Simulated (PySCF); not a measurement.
A small calculation by hand: entropy of an ideal gas

HgI, SMILES [I][Hg+], charge +1.

The structure is a stationary point at r2SCAN-D4/def2-TZVP. The multiplicity is an assumed one; other spin states were not compared. The def2 effective core potentials stand for the cores of Hg, I; spin–orbit coupling is left out.

r2SCAN-D4/def2-TZVP (PySCF) gives the harmonic wavenumbers 192 cm⁻¹ and the rotational temperature 0.0478 K. The molar mass is 327.50 g/mol, the symmetry number 1, the spin multiplicity 1.

### Question
Work out the entropy at 298.15 K and 1 atm in the rigid-rotor, harmonic-oscillator model.

### Answer

Translation (Sackur–Tetrode at 1 atm): S = R[1.5 ln M + 2.5 ln T − 1.16487] = 181.0 J/(mol K).
Rotation: q = T/(σ θ) = 6240, S = R[ln q + 1] = 81.0 J/(mol K).
Vibration: with u = 1.4388 ν/T, each mode gives R[u/(e^u − 1) − ln(1 − e^−u)]:
| ν (cm⁻¹) | modes | u | S (J/(mol K)) |
|---|---|---|---|
| 192 | 1 | 0.93 | 9.24 |
These are all the modes. Sum 9.2 J/(mol K).
Spin: R ln 1 = 0.0 J/(mol K).
Total 271.2 J/(mol K); the program's own thermochemistry gives 271.2. Translation makes up 67 % and vibration 3 %. Anharmonicity, hindered rotation and orbital degeneracy are left out.
